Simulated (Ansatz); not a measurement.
Z-matrix (Å, degrees):
```
Ge
In 1 2.585
H 1 1.533 2 109.2
H 1 1.533 2 108.9 3 -120.8
H 1 1.534 2 108.1 3 119.8
Cl 2 2.327 1 124.7 3 -15.2
Cl 2 2.327 1 124.5 3 165.3
```

Charge 0, multiplicity 1. In: def2 effective core potential.

Q: List the ωB97M-V/def2-TZVPP orbital energies in eV (Ansatz 0.2.0). (Estimate.)

A: The calculation gave: Occupied: -10867.31, -2771.49, -2771.49, -1363.18, -1210.92, -1210.89, -1210.89, -261.86, -261.86, -199.32, -199.32, -199.22, -199.22, -199.20, -199.20, -174.93, -132.42, -124.20, -124.14, -124.14, -88.85, -88.61, -88.59, -36.96, -36.96, -36.96, -36.88, -36.88, -25.96, -25.87, -25.17, -25.15, -25.12, -24.37, -23.88, -19.03, -14.56, -12.80, -12.75, -12.06, -11.77, -11.57, -11.16, -10.99, -10.26. Lowest empty: -0.45, -0.04, 1.14, 1.70, 2.18, 2.60, 3.00, 3.02.
